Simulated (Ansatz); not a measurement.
Consider the ligand exchange at the Sn–C bond: `C#[C][Sn]([Cl])([Cl])[Cl]` + HBr → `[Cl][Sn]([Cl])([Cl])[Br]` + acetylene.

Calculated with Ansatz (gas phase, PBE0-D4/def2-TZVP geometries, no zero-point term in ΔE). CCSD(T)/CBS adds triple-zeta CCSD(T) − MP2 to the extrapolated MP2 energy (def2 sets, frozen cores). This one scheme is used for every species. Functionals use def2-TZVPP. HSE06 is defined as in plane-wave codes. Elements past krypton have def2 core potentials. For Br, Sn outer-core shells are correlated without core-valence functions, which leaves a few kJ/mol of doubt a bond. Scalar relativity is left out up to krypton.

| level | ΔE (kJ/mol) | difference from CCSD(T)/CBS |
| --- | --- | --- |
| PBE0-D4 | -86.9 | -3.9 |
| r2SCAN0-D4 | -88.0 | -5.0 |
| HSE06-D4 | -87.2 | -4.2 |
| CAM-B3LYP-D4 | -84.3 | -1.3 |
| BLYP | -88.5 | -5.5 |
| CCSD/def2-SVP | -77.8 | 5.2 |
| CCSD(T)/def2-SVP | -76.2 | 6.8 |
| HF/def2-TZVPP | -87.9 | -4.9 |
| MP2/def2-TZVPP | -72.2 | 10.8 |
| HF/CBS(def2) | -89.2 | -6.2 |
| CCSD(T)/CBS | -83.0 | 0 |

Largest T1 diagnostic among the species: 0.013.

Leaving LDA and LC-ωPBE aside and taking each functional with its dispersion term where it has one, the values, not all of them listed here, spread over 10.3 kJ/mol, from BHLYP-D4 to PBE-QIDH. At CCSD(T), def2-SVP lies +6.8 kJ/mol from the extrapolated value and def2-TZVPP +13.0 kJ/mol.
